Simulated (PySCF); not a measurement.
Correlation energy of V²⁺ (vanadium, charge +2)

[Ar] 3d3, high-spin 4F determinant. All numbers are calculated (PySCF 2.14, scalar relativity by spin-free X2C-1e, in x2c-TZVPPall with one added diffuse shell each of s, p, d, f type (7s6p5d3f1g, 80 functions)). Frozen: [Ne]; 11 electrons correlated.

MP2 pair energies summed by pair of shells (mhartree):

| pair | energy | share (%) |
| --- | --- | --- |
| 3p-3d | -103.70 | 37.1 |
| 3p-3p | -103.13 | 36.9 |
| 3s-3p | -33.02 | 11.8 |
| 3d-3d | -17.45 | 6.2 |
| 3s-3d | -16.67 | 6.0 |
| 3s-3s | -5.71 | 2.0 |

Total MP2 correlation energy: -279.68 mhartree.

Same-spin part -84.85 and opposite-spin part -194.83 mhartree; SCS-MP2 scales them by 1/3 and 6/5 to -262.08 mhartree.

This basis was not built for core-valence correlation, so the inner-shell part is incomplete.
